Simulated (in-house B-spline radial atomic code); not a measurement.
A calculation on the scandium ion Sc³⁺: its settings, and results tabulated from the run. Computed with a B-spline radial code for spherical atoms: scalar-relativistic (X2C) Hartree-Fock with fractional occupations, spin-polarised, spherical fractional occupations, Fermi nucleus of rms radius 3.5459 fm.

Command:
```bash
python run_scf.py task.json out
```
Settings (nuclear radius in fm, mass in u):
```
Z                21
configuration    [Ne] 3s2 3p6
hamiltonian      x2c
method           hf,
spin_polarised   True
nucleus          fermi
rms_radius       3.5459
atomic_mass      44.95591
speed_of_light   137.035999084
```

Output (hartree, bohr):
```
 radial grid: 68 intervals, B-splines of order 8, outer radius 18.6486 bohr

 iter        energy (Eh)    residual
    1        -756.814254    4.14e-01
    2        -761.521224    1.09e-01
    3        -761.733717    4.48e-02
    4        -761.766644    1.94e-02
    5        -761.773044    3.81e-03
    6        -761.773267    2.16e-04
    7        -761.773268    2.22e-05
    8        -761.773268    8.92e-07
    9        -761.773268    1.46e-08

 total energy                      -761.77327
 kinetic                             769.0513
 electron-nucleus                  -1790.5007
 Hartree                             297.2958
 exact exchange                      -37.6196

 orbital      occ     eigenvalue          <r>       <r^2>       <1/r>       r_max
 1s up      1.000      -168.0165     0.072728  0.00712734     20.9646     0.04755
 1s down    1.000      -168.0165     0.072728  0.00712734     20.9646     0.04755
 2s up      1.000       -20.4767     0.340498    0.137081     4.35675      0.2824
 2s down    1.000       -20.4767     0.340498    0.137081     4.35675      0.2824
 2p up      3.000       -16.8997     0.305991    0.115339     4.21136      0.2324
 2p down    3.000       -16.8997     0.305991    0.115339     4.21136      0.2324
 3s up      1.000        -3.7392      1.05655     1.27982     1.31544      0.9187
 3s down    1.000        -3.7392      1.05655     1.27982     1.31544      0.9187
 3p up      3.000        -2.7057      1.13441     1.49892     1.18983      0.9591
 3p down    3.000        -2.7057      1.13441     1.49892     1.18983      0.9591
```

Cost of the run: 0.49 s on 1 thread of Arm Neoverse N1, with other jobs on the host.
